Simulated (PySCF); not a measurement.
Sb(Br)(Me)2 (C₂H₆BrSb), SMILES [CH3][Sb]([CH3])[Br]. Atoms are numbered in the order given.

```xyz
10

Sb    -0.7475     0.4379     0.0000
Br     1.7400    -0.1060     0.0000
C     -1.2365    -0.9568     1.5807
H     -0.8868    -0.5622     2.5445
H     -2.3294    -1.0852     1.6174
H     -0.7544    -1.9235     1.3811
C     -1.2365    -0.9568    -1.5807
H     -0.8868    -0.5622    -2.5445
H     -0.7544    -1.9235    -1.3811
H     -2.3294    -1.0852    -1.6174
```
Charge 0, spin multiplicity 1.

Geometry: PBE0-D3(BJ)/def2-SVP. The structure was generated by enumeration; whether it is a known compound was not checked. The def2 effective core potentials stand for the cores of Sb; spin–orbit coupling is left out.

Method: PySCF with CAM-B3LYP/def2-TZVP.

ESP charges are fitted to the potential on shells at 1.4 to 2.0 van der Waals radii. Atomic charges (e):

```csv
atom,Mulliken,Löwdin,ESP fit
Sb1,0.67,0.48,…
Br2,-0.36,-0.09,…
C3,-0.58,-0.54,…
H4,0.15,0.12,…
H5,0.13,0.11,…
H6,0.15,0.12,…
C7,-0.58,-0.54,…
H8,0.15,0.12,…
H9,0.15,0.12,…
H10,0.13,0.11,…
```

Task: Some entries are withheld; supply them. (Estimate from the structure and the level; the computed values follow.)

Result: 
- Sb1, ESP fit: 0.25
- Br2, ESP fit: -0.23
- C3, ESP fit: -0.46
- H4, ESP fit: 0.14
- H5, ESP fit: 0.16
- H6, ESP fit: 0.14
- C7, ESP fit: -0.46
- H8, ESP fit: 0.14
- H9, ESP fit: 0.14
- H10, ESP fit: 0.16
